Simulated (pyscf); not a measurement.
•H₂C–AlH–F (SMILES [CH2][AlH][F]), doublet

Gas-phase minimum from PySCF at ωB97X-D3(BJ)/def2-SVP, one conformer. •H₂C–AlH–F lies 15.8 kcal/mol over its isomer [H₃C–Al–F]• (electronic energy, ωB97M-D3(BJ)). 

SMILES: [CH2][AlH][F]
```xyz
6

C     -1.9684    -0.4045    -0.1896
Al    -0.2193     0.3509     0.0417
F      1.0714    -0.6887     0.2616
H     -2.8749     0.1964    -0.3493
H     -2.1833    -1.4821    -0.1794
H      0.1013     1.8934     0.0396
```
Charge 0, spin multiplicity 2.

Bond lengths (Å): C1–Al2 1.919, C1–H4 1.099, C1–H5 1.099, Al2–F3 1.672, Al2–H6 1.576. Angles (°): Al2–C1–H4 123.6, Al2–C1–H5 124.3, H4–C1–H5 112.1, C1–Al2–F3 118.3, C1–Al2–H6 124.8, F3–Al2–H6 116.9.

Properties at ωB97X-D3(BJ)/def2-SVP:

```json
{
  "harmonic_wavenumbers_unscaled": "207, 211, 485, 585, 645, 708, 727, 886, 1377, 2007, 3141, 3235 cm⁻¹",
  "zero_point_energy": "20.3 kcal/mol",
  "rotational_symmetry_number": "1",
  "Entropy of this conformer at 298 K and 1 atm, rigid rotor and harmonic oscillator, modes under 100 cm⁻¹ raised to 100": "290.7 J/(mol K)",
  "dipole_moment": "1.88 D",
  "Spin expectation value S2": "0.752"
}
```

Single-point totals, which compare only within one level (frozen core for MP2 and CC):

| level | total energy (hartree) |
|---|---|
| ωB97X-D3(BJ)/def2-TZVP | -382.31273 |
| PBE/def2-TZVP | -381.96851 |
| r²SCAN/def2-TZVP | -382.17240 |
| B3LYP-D3(BJ)/def2-TZVP | -382.29788 |
| PBE0-D3(BJ)/def2-TZVP | -382.00245 |
| M06-2X/def2-TZVP | -382.18601 |
| ωB97M-D3(BJ)/def2-TZVP | -382.32918 |
| UHF/def2-TZVPP | -381.07761 |
| MP2/def2-TZVPP | -381.54965 |
| CCSD/def2-TZVPP | -381.57558 |
| CCSD(T)/def2-TZVPP | -381.59009 |

The CCSD(T) − MP2 part came from Ansatz, without density fitting, on the same reference.
